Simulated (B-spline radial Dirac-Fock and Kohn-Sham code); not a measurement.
## Dipole and non-dipole photoemission parameters of Co⁺ 3p3/2

System: Co⁺ in the configuration 1s2 2s2 2p6 3s2 3p6 3d8; threshold 74.30 eV (orbital energy of the model). Model: Dirac-Hartree-Slater photoionisation with a Latter tail; cross sections with all multipoles, angular parameters from the dipole term and its interference with E2. Program: a radial atomic solver.

For linearly polarised light dσ/dΩ = σ/(4π) [1 + β P₂(cos θ) + (δ + γ cos²θ) sin θ cos φ], with θ from the polarisation vector and φ the angle between the beam and the projection of the electron momentum on the plane normal to the polarisation.

| hν (eV) | σ (kb) | β | γ | δ |
| --- | --- | --- | --- | --- |
| 150 | 582 | 0.793 | 0.162 | 0.017 |
| 210 | 545 | 1.284 | 0.097 | 0.002 |
| 693 | 98.3 | 1.625 | 0.061 | 0.005 |
| 1000 | 44.3 | 1.586 | 0.197 | 0.010 |
| 1130 | 33.3 | 1.564 | 0.253 | 0.012 |
| 1160 | 31.3 | 1.559 | 0.265 | 0.013 |
| 1253.6 | 25.9 | 1.543 | 0.303 | 0.014 |
| 1340 | 22.0 | 1.528 | 0.337 | 0.016 |
| 1590 | 14.3 | 1.484 | 0.427 | 0.020 |
| 1610 | 13.8 | 1.480 | 0.434 | 0.021 |
| 1890 | ? | ? | ? | ? |
| 1970 | 8.15 | 1.420 | 0.545 | 0.028 |
| 2270 | 5.55 | 1.373 | 0.625 | 0.035 |
| 2700 | 3.42 | 1.310 | 0.724 | 0.044 |
| 2800 | 3.09 | 1.296 | 0.745 | 0.046 |
| 2970 | 2.61 | 1.273 | 0.780 | 0.050 |
| 2984.4 | 2.57 | 1.271 | 0.782 | 0.051 |
| 4000 | 1.09 | 1.150 | 0.951 | 0.074 |
| 4010 | 1.08 | 1.149 | 0.952 | 0.075 |
| 4110 | 1.00 | 1.138 | 0.966 | 0.077 |
| 5300 | 0.457 | 1.024 | 1.105 | 0.105 |
| 5580 | 0.389 | 1.000 | 1.132 | 0.111 |
| 6000 | 0.309 | 0.967 | 1.169 | 0.121 |
| 6790 | 0.208 | 0.908 | 1.231 | 0.139 |
| 7170 | 0.174 | 0.883 | 1.257 | 0.148 |
| 7600 | 0.144 | 0.855 | 1.284 | 0.157 |
| 12200 | 0.0293 | 0.633 | 1.478 | 0.253 |
| 12700 | 0.0255 | 0.614 | 1.492 | 0.263 |

Q: Give the values at 1890 eV.

A: σ = 9.10 kb, β = 1.433, γ = 0.522, δ = 0.027.

Values without a named source are computed, but for edge energies of neutral atoms, which are taken from tables.
